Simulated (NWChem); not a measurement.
System: BeHSCl; SMILES [SH][Be][Cl]

Here is an NWChem input.

```
start job
memory heap 200 mb stack 900 mb global 1100 mb
geometry units angstroms noautoz
  Be     0.017393    -0.004258     0.000000
  Cl    -0.056260    -1.817740     0.000000
  S      0.115613     1.893780     0.000000
  H     -1.233061     2.015900     0.000000
end
basis spherical
  Be library def2-tzvp
  Cl library def2-tzvp
  S library def2-tzvp
  H library def2-tzvp
end
dft
  xc hfexch
  iterations 150
  mulliken
end
task dft energy
```

All runs use the structure optimised with PBE0/def2-SVP.

Q: Predict the main results of this run. (Hartree-Fock/def2-TZVP.) Quantities: energy (Ha); highest occupied level (eV); orbital gap (eV); dipole (D).

A: 
```json
{
  "energy (Ha)": "-872.40",
  "highest occupied level (eV)": "-10.65",
  "orbital gap (eV)": "11.93",
  "dipole (D)": "0.88"
}
```
